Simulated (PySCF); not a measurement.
## Correlation energy of Rh (rhodium, neutral)

[Kr] 4d7 5s1 5p1, one real determinant (an excited configuration). Calculation: PySCF 2.14, in x2c-TZVPPall (8s6p6d2f1g, 79 functions); scalar relativity by spin-free X2C-1e. Frozen: [Ar] 3d10; 17 electrons correlated.

MP2 pair energies summed by pair of shells (mhartree):

| pair | energy | share (%) |
| --- | --- | --- |
| 4p-4d | -168.37 | 34.7 |
| 4d-4d | -153.40 | 31.6 |
| 4p-4p | -58.20 | 12.0 |
| 4s-4p | -27.08 | 5.6 |
| 4s-4d | -26.23 | 5.4 |
| 4d-5s | -23.41 | 4.8 |
| 4d-5p | -11.22 | 2.3 |
| 4p-5s | -7.83 | 1.6 |
| 4s-4s | -4.43 | 0.9 |
| 4p-5p | -2.85 | 0.6 |
| 5s-5p | -1.80 | 0.4 |
| 4s-5s | -0.63 | 0.1 |
| 4s-5p | -0.27 | 0.1 |

Total MP2 correlation energy: -485.74 mhartree.

Same-spin part -167.39 and opposite-spin part -318.36 mhartree; SCS-MP2 scales them by 1/3 and 6/5 to -437.82 mhartree.

The basis was made for the ground configuration and has no added diffuse functions, which can raise the energy of the promoted electron.

The reference is one real determinant that mixes LS terms of this configuration.

This basis was not built for core-valence correlation, so the inner-shell part is incomplete.
